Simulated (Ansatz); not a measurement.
All values below come from Ansatz (a quantum-chemistry and plane-wave program) with frozen-core CCSD(T)/cc-pVTZ // PBE0-D4/def2-TZVP.

Ansatz 0.2 input:
```yaml
crystal:
  periodic: [false, false, false]
  atoms:
    - { symbol: N, position_ang: [-1.276391, -0.609747, -0.191938] }
    - { symbol: B, position_ang: [-0.00024, 0.000398, -0.00189] }
    - { symbol: N, position_ang: [1.182108, -0.795307, -0.034456] }
    - { symbol: N, position_ang: [0.09138, 1.406793, 0.21784] }
    - { symbol: H, position_ang: [-2.118634, -0.076014, -0.2972] }
    - { symbol: H, position_ang: [-1.380494, -1.567079, -0.471228] }
    - { symbol: H, position_ang: [1.169521, -1.790378, -0.152939] }
    - { symbol: H, position_ang: [2.096366, -0.426669, 0.146094] }
    - { symbol: H, position_ang: [0.950729, 1.865893, 0.453617] }
    - { symbol: H, position_ang: [-0.714345, 1.99211, 0.332101] }
basis:
  gaussian: { orbitals: cc-pVTZ }
correlation:
  method: ccsd_t
```

Output:

```
Functional definition: HF
1168 factors; integrals over basis functions are off by at most 1.2e-3 eV
mean field evaluation 1: about -5212.1374 eV, gradient 5.1e1 eV
mean field evaluation 2: about -5212.1403 eV, gradient 5.1e1 eV
mean field evaluation 4: about -5217.2524 eV, gradient 3.0e0 eV
mean field evaluation 8: about -5217.2862 eV, gradient 5.4e-2 eV
mean field evaluation 16: about -5217.2832 eV, gradient 3.2e-1 eV
mean field -5217.28620079 eV, -191.7317314754 hartree, gradient 5.2e-6 eV, S^2 0.000000; 0 other end points of the search recorded, 0 dependent functions left out
4 core orbitals not correlated
reference -5217.28620079 eV, -191.7317314754 hartree; 12, 12 occupied and 188, 188 virtual orbitals, 1168 factors
second order -20.25172567 eV of doubles, -0.00000000 eV of singles
cycle   1  -20.51777978 eV  change   -2.7e-1 eV  update   7.5e-2
cycle   2  -20.91670675 eV  change   -4.0e-1 eV  update   2.1e-2
cycle   3  -20.98795858 eV  change   -7.1e-2 eV  update   9.5e-3
cycle   4  -20.98003611 eV  change    7.9e-3 eV  update   2.1e-3
cycle   5  -20.98086049 eV  change   -8.2e-4 eV  update   8.8e-4
cycle   6  -20.98076919 eV  change    9.1e-5 eV  update   2.0e-4
cycle   7  -20.98064296 eV  change    1.3e-4 eV  update   6.4e-5
cycle   8  -20.98062286 eV  change    2.0e-5 eV  update   2.0e-5
perturbative correction -0.78527834 eV, -0.0288584468 hartree
Total energy: -5239.05210200 eV, -192.5316135913 hartree
```

Cost: very roughly 90 core-seconds.
